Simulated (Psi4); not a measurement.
C4H5 (SMILES C=[C-]C=C), charge -1, singlet, geometry from GFN2-xTB (a gas-phase anion, which may not be bound at this level); Psi4 with BHHLYP/6-31G*.

Input for Psi4:
```
memory 2 GB

molecule mol {
-1 1
C     0.766451    1.627237   -0.190876
C     0.330810    0.562873    0.445232
C    -0.608969   -0.433720    0.229106
C    -0.438703   -1.683667   -0.290334
H     1.536727    2.279062    0.237614
H     0.430837    1.987285   -1.190650
H    -1.561076   -0.264453    0.754516
H     0.476034   -1.971550   -0.792422
H    -1.180060   -2.466679   -0.167830
}

set {
  basis 6-31g*
  reference rks
  scf_type pk
  puream true
  d_convergence 1e-8
  dft_radial_points 99
  dft_spherical_points 590
}

energy('bhhlyp')
print_variables()
```

Problem. Write the output that Psi4 gives for this input, abridged.

Solution. 
```
   => Loading Basis Set <=

    Name: 6-31G*
    Role: ORBITAL
    Keyword: BASIS

         ---------------------------------------------------------
                                   SCF
               by Justin Turney, Rob Parrish, Andy Simmonett
                          and Daniel G. A. Smith
                              RKS Reference
         ---------------------------------------------------------

  ==> Geometry <==

    Molecular point group: c1
    Full point group: C1

    Geometry (in Angstrom), charge = -1, multiplicity = 1:

       Center              X                  Y                   Z               Mass
    ------------   -----------------  -----------------  -----------------  -----------------
         C            0.760885264241     1.619074597938    -0.212552386408    12.000000000000
         C            0.325244264241     0.554710597938     0.423555613592    12.000000000000
         C           -0.614534735759    -0.441882402062     0.207429613592    12.000000000000
         C           -0.444268735759    -1.691829402062    -0.312010386408    12.000000000000
         H            1.531161264241     2.270899597938     0.215937613592     1.007825032230
         H            0.425271264241     1.979122597938    -1.212326386408     1.007825032230
         H           -1.566641735759    -0.272615402062     0.732839613592     1.007825032230
         H            0.470468264241    -1.979712402062    -0.814098386408     1.007825032230
         H           -1.185625735759    -2.474841402062    -0.189506386408     1.007825032230

  Running in c1 symmetry.

  Rotational constants: A =      1.24669  B =      0.15285  C =      0.14481 [cm^-1]
  Rotational constants: A =  37374.88362  B =   4582.40980  C =   4341.24846 [MHz]
  Nuclear repulsion =   96.140326446391924

  Charge       = -1
  Multiplicity = 1
  Electrons    = 30
  Nalpha       = 15
  Nbeta        = 15

  ==> Algorithm <==

  SCF Algorithm Type is PK.
  DIIS enabled.
  MOM disabled.
  Fractional occupation disabled.
  Guess Type is SAD.
  Energy threshold   = 1.00e-06
  Density threshold  = 1.00e-08
  Integral threshold = 1.00e-12

  ==> Primary Basis <==

  Basis Set: 6-31G*
    Blend: 6-31G*
    Number of shells: 34
    Number of basis functions: 66
    Number of Cartesian functions: 70
    Spherical Harmonics?: true
    Max angular momentum: 2

  ==> DFT Potential <==

   => LibXC <=

    Version 7.1.2
    S. Lehtola, C. Steigemann, M. J. T. Oliveira, and M. A. L. Marques,  SoftwareX 7, 1–5 (2018) (10.1016/j.softx.2017.11.002)

   => Composite Functional: BHANDHLYP <=

    BHandHLYP Hyb-GGA Exchange-Correlation Functional

    A. D. Becke,  J. Chem. Phys. 98, 1372 (1993) (10.1063/1.464304)
    Defined through Gaussian implementation.

    Deriv               =              1
    GGA                 =           TRUE
    Meta                =          FALSE

    Exchange Hybrid     =           TRUE
    MP2 Hybrid          =          FALSE

   => Exchange Functionals <=

    0.5000         Becke 88

   => Exact (HF) Exchange <=

    0.5000               HF

   => Correlation Functionals <=

    1.0000   Lee, Yang & Parr

   => LibXC Density Thresholds  <==

    XC_HYB_GGA_XC_BHANDHLYP:  1.00E-15

   => Molecular Quadrature <=

    Radial Scheme          =       TREUTLER
    Pruning Scheme         =           NONE
    Nuclear Scheme         =       TREUTLER

    Blocking Scheme        =         OCTREE
    BS radius alpha        =              1
    Pruning alpha          =              1
    Radial Points          =             99
    Spherical Points       =            590
    Total Points           =         495415
    Total Blocks           =           3537
    Max Points             =            256
    Max Functions          =             66
    Weights Tolerance      =       1.00E-15

  ==> Integral Setup <==

  Using in-core PK algorithm.
   Calculation information:
      Number of atoms:                   9
[...]

      Integral cutoff                 1.00e-12
      Number of threads:                 1

  Performing in-core PK
  Using 4890732 doubles for integral storage.
  We computed 168022 shell quartets total.
  Whereas there are 177310 unique shell quartets.

  ==> DiskJK: Disk-Based J/K Matrices <==

    J tasked:                  Yes
    K tasked:                  Yes
    wK tasked:                  No
    Schwarz Cutoff:          1E-12

  Minimum eigenvalue in the overlap matrix is 3.7637393260E-03.
  Reciprocal condition number of the overlap matrix is 8.1662840775E-04.
    Using symmetric orthogonalization.

  ==> Pre-Iterations <==

  SCF Guess: Superposition of Atomic Densities via on-the-fly atomic UHF (no occupation information).

   -------------------------
    Irrep   Nso     Nmo
   -------------------------
     A         66      66
   -------------------------
    Total      66      66
   -------------------------

  ==> Iterations <==

                        Total Energy        Delta E     RMS |[F,P]|

   @RKS iter SAD:  -154.38237191432574   -1.54382e+02   0.00000e+00
   @RKS iter   1:  -154.91170672928692   -5.29335e-01   1.02938e-02 DIIS/ADIIS
   @RKS iter   2:  -155.03047254076134   -1.18766e-01   8.24259e-03 DIIS/ADIIS
   @RKS iter   3:  -155.20039119514044   -1.69919e-01   9.23226e-04 DIIS/ADIIS
   @RKS iter   4:  -155.20186187283298   -1.47068e-03   5.03775e-04 DIIS/ADIIS
   @RKS iter   5:  -155.20245083525896   -5.88962e-04   6.31898e-05 DIIS
   @RKS iter   6:  -155.20245958606361   -8.75080e-06   2.94385e-05 DIIS
   @RKS iter   7:  -155.20246222497846   -2.63891e-06   8.21554e-06 DIIS
   @RKS iter   8:  -155.20246243517482   -2.10196e-07   1.11940e-06 DIIS
   @RKS iter   9:  -155.20246244086604   -5.69122e-09   5.45911e-07 DIIS
   @RKS iter  10:  -155.20246244163098   -7.64942e-10   1.44671e-07 DIIS
   @RKS iter  11:  -155.20246244171480   -8.38156e-11   2.53802e-08 DIIS
   @RKS iter  12:  -155.20246244172495   -1.01466e-11   9.00579e-09 DIIS
  Energy and wave function converged.

  ==> Post-Iterations <==

   Electrons on quadrature grid:
      Ntotal   =   29.9999999552 ; deviation = -4.481e-08

    Orbital Energies [Eh]
    ---------------------

    Doubly Occupied:

[...]
    Virtual:

[...]
    Final Occupation by Irrep:
              A
    DOCC [    15 ]
    NA   [    15 ]
    NB   [    15 ]

  @RKS Final Energy:  -155.20246244172495

   => Energetics <=

    Nuclear Repulsion Energy =             96.1403264463919243
    One-Electron Energy =                -404.4954806185941152
    Two-Electron Energy =                 165.4828558946071553
    DFT Exchange-Correlation Energy =     -12.3301641641298758
    Empirical Dispersion Energy =           0.0000000000000000
    VV10 Nonlocal Energy =                  0.0000000000000000
    Total Energy =                       -155.2024624417249470

Computation Completed

Properties will be evaluated at   0.000000,   0.000000,   0.000000 [a0]

Properties computed using the SCF density matrix

 Multipole Moments:

 ------------------------------------------------------------------------------------
     Multipole            Electronic (a.u.)      Nuclear  (a.u.)        Total (a.u.)
 ------------------------------------------------------------------------------------

 L = 1.  Multiply by 2.5417464519 to convert [e a0] to [Debye]
 Dipole X            :         -0.1109977           -0.3050213           -0.4160190
 Dipole Y            :          0.3936015           -0.4473108           -0.0537092
 Dipole Z            :          1.0519272           -1.1879181           -0.1359909
 Magnitude           :                                                    0.4409649

 ------------------------------------------------------------------------------------

  Variable Map:
  ----------------------------------------------------------------------------
[...]
  Array Variable Map:
  ----------------------------------------------------------------------------
[...]
[...]
```
